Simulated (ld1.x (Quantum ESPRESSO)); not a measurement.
antimony (Sb), TM: configuration errors across variants

ld1.x (Quantum ESPRESSO) 7.5 input, shortened:

```
&input
   title='Sb', zed=51., rel=1, dft='PZ', iswitch=3,
   config='[Kr] 4d10 5s2 5p2.5'
 /
 &inputp
   pseudotype=2, tm=.true., lloc=0,
   nlcc=.false.
 /
3
4P  2  1   6.00   0.00  1.45  1.45  0.0
4D  3  2  10.00   0.00  1.45  1.45  0.0
5S  1  0   2.00   0.00  2.00  2.00  0.0
 &test
   configts(1)='4p6 4d10 5s2 5p2.5'
 /
```

Occupied shells without a wave of their own: 5p. They enter only through the test configuration that unscreens the potential.

All-electron excitation energies from the reference (eV): (1) 4p6 4d10 5s2 5p3 -3.355; (2) 4p6 4d10 5s2 5p2 5.166; (3) 4p6 4d10 5s2 5p1 21.419; (4) 4p6 4d10 5s1 5p0 91.020; (5) 4p6 4d10 5s1 5p4 4.854; (6) 4p5 4d10 5s2 5p3 106.424; (7) 4p6 4d9 5s2 5p3 37.441; (8) 4p6 4d10 5s2 5p2.5 spin -0.838; (9) 4p6 4d10 5s2 5p3 spin -4.447.

Spin tests fill each open shell by Hund’s rule, majority spin first.

For the base: The 5p level has no wave, so the channel is fitted at the deeper level alone: the likely source of the large errors.

Tests that are not counted but printed errors over 1 eV. “wave 5s (bound): rc 2.00 bohr becomes 5s (bound): rc 1.24 bohr”: 4p5 4d10 5s2 5p3 (solver errors, printed error -3721 eV); 4p6 4d9 5s2 5p3 (solver errors, printed error -108 eV).

4 further variants failed, have other tests or another functional or relativity, and are left out.

A true bound ghost makes a file unfit for plane-wave use even where its test errors are small: the radial tests pick states by their node count and pass the ghost by. Where a test does run into it, the solver fails or the error is huge.

The file “base” misses its own reference levels by 2.1 eV. The file “wave 5s (bound): rc 2.00 bohr becomes 5s (bound): rc 1.24 bohr” misses its own reference levels by 1.4 eV. The file “all radii scaled by about 1.25 (s 2.50, p 1.82, d 1.82 bohr)” misses its own reference levels by 2.0 eV. The file “wave 4p (bound): rc 1.45 bohr becomes 4p (bound): rc 1.46 bohr” misses its own reference levels by 2.1 eV.

Errors AE − PS in meV (a dash: test not solved or not reliable):

| change | (1) | (2) | (3) | (4) | (5) | (6) | (7) | (8) | (9) | bound ghosts |
| --- | --- | --- | --- | --- | --- | --- | --- | --- | --- | --- |
| base | -890 | +1171 | +4398 | +11375 | -3099 | -2195 | -1768 | -32 | -952 | none |
| wave 5s (bound): rc 2.00 bohr becomes 5s (bound): rc 1.24 bohr | -591 | +775 | +2914 | +7758 | -2026 | – | – | +44 | -568 | s (extra level of the local part) |
| all radii scaled by about 1.25 (s 2.50, p 1.82, d 1.82 bohr) | -878 | +1159 | +4373 | +11431 | -3084 | -2177 | -1660 | -23 | -930 | none |
| wave 4p (bound): rc 1.45 bohr becomes 4p (bound): rc 1.46 bohr | -890 | +1171 | +4398 | +11375 | -3099 | -2195 | -1768 | -32 | -952 | none |

Q: Give the same row for: local potential the d channel.

A: +79, -104, -396, -1013, +254, +33, +171, +3.9, +86; bound ghosts: s.
